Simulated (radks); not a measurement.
Question: Species: Pt34+. Configuration: [Kr] 4d8. Calculated with a radial shooting solver on a logarithmic mesh with Libxc functionals: scalar-relativistic Kohn-Sham, PBE, spin-polarised, spherical densities, point nucleus; open shells are filled with parallel spins first (spin-orbit coupling, left out, can overturn this in heavy ions). Some entries of the table are withheld. Estimate them.

orbital  occ.  eigenvalue (eV)  <r^2> (bohr^2)  r(max) (bohr)
1s up       1        -79789.75       0.0004059        0.01061
1s down     1        -79789.71       0.0004059        0.01061
2s up       1        -15138.46        0.006202        0.06122
2s down     1        -15136.29        0.006201        0.06121
2p up       3        -13297.94        0.005205        0.05060
2p down     3        -13296.16        0.005204        0.05060
3s up       1        -4584.884         0.03957         0.1722
3s down     1        -4583.855         0.03955         0.1722
3p up       3        -4048.094         0.04043         0.1713
3p down     3        -4046.945         0.04040         0.1713
3d up       5        -3473.042         0.03334         0.1394
3d down     5        -3471.264         0.03333         0.1395
4s up       1        -1913.610          0.1683         0.3754
4s down     1        -1908.695          0.1684         0.3754
4p up       3        -1721.437          0.1829         0.3896
4p down     3        -1716.613          0.1831         0.3896
4d up       5        -1498.528          0.1876            (1)
4d down     3        -1493.710          0.1878            (2)

Answer: 
(1) 4d up r(max) (bohr): 0.3866
(2) 4d down r(max) (bohr): 0.3867
